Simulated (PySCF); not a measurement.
**C3H10GaN: core ionisation energies**

Species: C3H10GaN.
Structure used (PBE0-D3(BJ)/def2-SVP), in Å, numbered top down from 1:
```
atom  x, y, z in Å
C1    -1.3356    1.2888    0.9482
C2    -1.4483    0.1337    0.2636
C3    -0.7466   -1.1314    0.5355
Ga4    0.8620   -1.2665   -0.7007
N5     1.5723    0.7013   -0.3573
H6    -0.7645    1.3453    1.8829
H7    -1.8719    2.1898    0.6389
H8    -2.0738    0.1456   -0.6406
H9    -0.3939   -1.1999    1.5772
H10   -1.3818   -2.0045    0.3192
H11    0.5378   -1.1800   -2.2475
H12    2.0709   -2.1410   -0.1766
H13    0.7314    1.2377   -0.0944
H14    1.9953    1.1380   -1.1745
H15    2.2378    0.7591    0.4124
```

The calculation used PySCF, delta-SCF UKS SCAN, pcX-2 on the ionised atom, pcseg-1 elsewhere, spin-free X2C. These are vertical core ionisation energies against the vacuum level, from separate self-consistent calculations with and without the core hole.

Q: List the computed XPS lines with their assignment.

A: 
```tsv
atom(s)	bonded to	level	binding energy (eV)	above the level's lowest (eV)	count
N5	3 H and Ga	N 1s	406.79	0.00	1
C2	C (double bond), C and H	C 1s	290.36	+0.90	1
C1	C (double bond) and 2 H	C 1s	289.49	+0.03	1
C3	C, 2 H and Ga	C 1s	289.46	0.00	1
```

The listed C 1s values span 0.90 eV, from C3 (bonded to C, 2 H and Ga) to C2 (bonded to C (double bond), C and H). Summing the Pauling electronegativity differences to the bonded atoms, each weighted by its formal bond order, gives -1.44 for the lowest site and -0.35 for the highest; no listed site has a larger sum than the highest. The values 289.46 and 289.49 eV lie too close for their order to be trusted.

Q: Give the binding energy of N 1s of N5 in hartree and in kJ/mol.

A: 406.79 eV = 14.9493 Eh = 39249 kJ/mol.

Q: Which effective nuclear charge Zeff reproduces each element's mean 1s value in the hydrogen-like formula E = 13.606 eV × Zeff²?

A: C (Z = 6): mean 289.8 eV, Zeff = 4.61, Z − Zeff = 1.39; N (Z = 7): mean 406.8 eV, Zeff = 5.47, Z − Zeff = 1.53. Means run over the listed sites, weighted by atom count.

The unrestricted hole states depart most from a pure doublet (⟨S²⟩ = 0.75; over 0.85 named) for C 1s of C2 (0.86), which makes this value less certain. No level of gallium is listed. The structure is a single PBE0-D3(BJ)/def2-SVP conformer in the gas phase; no vibrational or solvent corrections.
